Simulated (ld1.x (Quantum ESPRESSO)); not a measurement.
## Before and after: ultrasoft potential for osmium (Os)

- Element: Os
- Generator: ld1.x (Quantum ESPRESSO) 7.5
- Type: ultrasoft
- Functional: revPBE
- Relativity: scalar-relativistic
- Frozen core: [Xe] 4f14
- Valence charge: 8
- Reference configuration: 5d6 6s0 6p0 (charge +2)
- Partial waves: 6s (bound, empty): rcut 1.95, rcutus 2.30 bohr; 6s channel at 1 Ry: rcut 1.95, rcutus 2.30 bohr; 6p (bound, empty): rcut 2.25, rcutus 3.00 bohr; 6p channel at -0.7 Ry: rcut 2.25, rcutus 3.00 bohr; 5d (bound): rcut 1.60, rcutus 2.00 bohr; 5d channel at -0.85 Ry: rcut 1.60, rcutus 2.00 bohr
- Local potential: all-electron potential smoothed inside 1.95 bohr (lloc = -1)
- Core correction: none
- Augmentation charge: built from norm-conserving waves at rcut, not smoothed further

All-electron outer shells of the reference configuration (revPBE, scalar-relativistic, ld1.x):

| shell | level (eV) | outermost node (bohr) | outermost maximum (bohr) |
| --- | --- | --- | --- |
| 5p | -67.95 | 0.55 | 1.03 |
| 5d | -22.83 | 0.60 | 1.34 |
| 6s | -20.64 | 1.20 | 2.33 |
| 6p | -13.65 | 1.41 | 2.95 |

Change: all radii scaled by about 0.87 (s 2.02, p 2.62, d 1.74 bohr, rcut 1.70/1.96/1.40); local potential all-electron potential smoothed inside 1.70 bohr (lloc = -1).

Cutoffs: the cutoffs (Ry, on a coarse ladder) from which the occupation-weighted sum of valence levels, in a spherical-Bessel basis at the reference potential, stays within 10 and 1 mRy of its value at 400 Ry; they do not see the model core or the augmentation charge, which bear on the density cutoff. Errors are all-electron minus pseudo energies relative to the spin-unpolarised reference configuration.

Question: What does the change do?

Answer: The bound ghosts move from s to p; the number of tests that count goes from 7 to 3; of the 3 tests that both files solve, the error grows in 0 and shrinks in 2 by more than 15 % and 0.3 meV (median size 31.9 → 29.6 meV).

| quantity | base | changed |
| --- | --- | --- |
| cutoffs, loose and tight | 30 Ry, 45 Ry | not determined |
| bound ghosts | s | p (s, d not tested, overlap not positive) |
| tests counted (converged, no solver errors) | 7 of 7 | 3 of 7 |
| error for 5d5 6s0 6p0, meV [ΔE 28.76 eV] | -32 | -30 |
| error for 5d7 6s0 6p0, meV [ΔE -17.36 eV] | -3.3 | -1.5 |
| error for 5d6 6s0 6p1, meV [ΔE -10.65 eV] | +36 | +30 |
| lowest overlap eigenvalue by channel | s 0.43, p 0.43, d 0.88 | s -0.04, p 0.74, d -1254.99 |

Changed file: the overlap operator is not positive definite in a basis up to 400 Ry (lowest eigenvalue s -0.04, d -1254.99), so the file is unfit for use: the generalised eigenproblem breaks down once the basis is large enough, and its test numbers describe a broken file. Tests not counted: 5d6 6s2 6p0 (solver errors, printed error -14.1 eV); 5d6 6s1 6p0 (solver errors, printed error -3.7 eV); 5d6.5 6s1.5 6p0 (solver errors, printed error -7.7 eV); 5d5 6s2 6p1 (solver errors, printed error -317 eV). A true bound ghost makes a file unfit for plane-wave use even where its test errors are small: the radial tests pick states by their node count and pass the ghost by. Where a test does run into it, the solver fails or the error is huge.
